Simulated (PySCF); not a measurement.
BrHOSi, SMILES O[Si]Br (connectivity only; charge and spin as stated), neutral, multiplicity 1.

Geometry optimised at B3LYP-D3(BJ)/def2-TZVP. The values are those of a single conformer.

The numbers are results of TDA-LC-ωPBE/def2-SVPD run with PySCF, not measurements.

Vertical excitations.  State labels are in the subgroup Cs.

Question: Estimate the UV-visible absorptions. (The exact figures need the calculation; the answer reports its results.)

Answer: 
| state | symmetry | energy (eV) | λ (nm) | f | main pairs |
|---|---|---|---|---|---|
| S1 | A" | 4.31 | 288 | 0.062 | HOMO→LUMO 97 % |
| S2 | A" | 5.66 | 219 | 0.002 | HOMO−1→LUMO 97 % |
| S3 | A' | 6.03 | 206 | 0.005 | HOMO−2→LUMO 71 %, HOMO→LUMO+1 20 % |
| S4 | A' | 6.69 | 185 | 0.383 | HOMO→LUMO+1 69 %, HOMO−2→LUMO 17 % |
| S5 | A' | 7.11 | 174 | 0.369 | HOMO→LUMO+2 51 %, HOMO→LUMO+3 28 % |
| S6 | A' | 7.62 | 163 | 0.017 | HOMO−1→LUMO+1 46 %, HOMO−1→LUMO+2 35 % |
| S7 | A" | 7.69 | 161 | 0.015 | HOMO−2→LUMO+1 47 %, HOMO−2→LUMO+2 41 % |
| S8 | A' | 7.98 | 155 | 0.040 | HOMO→LUMO+3 44 %, HOMO→LUMO+2 22 %, HOMO→LUMO+4 20 % |
| S9 | A" | 8.04 | 154 | 0.012 | HOMO−4→LUMO 90 % |
| S10 | A' | 8.48 | 146 | 0.072 | HOMO−3→LUMO 78 % |
| T1 | A" | 2.39 | 519 | 0 | HOMO→LUMO 93 % |
| T2 | A' | 4.72 | 263 | 0 | HOMO→LUMO+1 66 %, HOMO→LUMO+2 12 % |
| T3 | A' | 5.34 | 232 | 0 | HOMO−2→LUMO 96 % |
| T4 | A" | 5.49 | 226 | 0 | HOMO−1→LUMO 94 % |
Triplets are in the Tamm–Dancoff approximation.
